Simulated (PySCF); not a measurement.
**Pt(2+) (platinum, charge +2) across methods**

[Xe] 4f14 5d7 6p1, one real determinant (an excited configuration). Calculation: PySCF 2.14, in x2c-TZVPPall with one added diffuse shell each of s, p, d, f type (12s8p8d4f1g, 113 functions); the spin-free X2C one-electron Hamiltonian (Gaussian nucleus).

| method | E (hartree) | mean ε 5d α (eV) | mean ε 5d β (eV) | mean ε 6p α (eV) | Σ⟨r²⟩ (bohr²) | ⟨S²⟩ |
| --- | --- | --- | --- | --- | --- | --- |
| LDA | -18402.93 | -31.042 | -29.065 | -17.017 | 48.46 | 6.000 |
| PBE0 | -18414.13 | -32.851 | -30.709 | -17.488 | 48.49 | 6.001 |
| UHF | -18408.85415 | -37.820 | -35.069 | -18.894 | 48.87 | 6.005 |
| PBE | -18414.36 | -30.878 | -28.891 | -16.846 | 48.55 | 6.001 |

Task: Estimate the same row for r2SCAN.

Result: E (hartree) = -18414.41; mean ε 5d α (eV) = -31.346; mean ε 5d β (eV) = -29.302; mean ε 6p α (eV) = -16.964; Σ⟨r²⟩ (bohr²) = 48.37; ⟨S²⟩ = 6.002.

⟨L²⟩ = 13.78 against 20 for a pure G term, so this real determinant mixes terms. Spin-orbit coupling, absent here, splits the open shell strongly.
